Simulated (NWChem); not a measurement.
Ionisation of O$_{2}$Si (-1)

```
Si
O 1 1.5920
O 1 1.5920 2 136.24
```
Charge -1, spin multiplicity 2.

Program: NWChem. All single points use one geometry, from UPBE/def2-SVP, a minimum by its harmonic frequencies.

Basis set: def2-TZVPD. The species with one electron less has spin multiplicity 1 and keeps the geometry of the parent. Δ marks differences of total energies (open shells unrestricted). −ε marks an orbital energy of the parent. That orbital need not have the symmetry of the hole or added electron in the Δ rows. That singlet is a closed-shell solution.

B3LYP has NWChem's definition, with VWN1-RPA local correlation. This spin state was chosen for the runs; another may lie lower. The structure started from a generated list of species. The unpaired electrons of the parent sit in orbitals of symmetry a1 (C2v labels of the run); other states weren't searched. The anion's geometry comes from a basis without diffuse functions. The stability of the SCF solutions was not checked.

### Question
For the first vertical ionisation energy, −ε(alpha HOMO) of BHandHLYP gives 1.97 eV and −ε(alpha HOMO) of B3LYP gives 0.65 eV. What do −ε(alpha HOMO) of PBE, −ε(alpha HOMO) of r2SCAN, ΔB3LYP give?

### Answer
−ε(alpha HOMO) of PBE: -0.30 eV; −ε(alpha HOMO) of r2SCAN: -0.02 eV; ΔB3LYP: 3.11 eV.
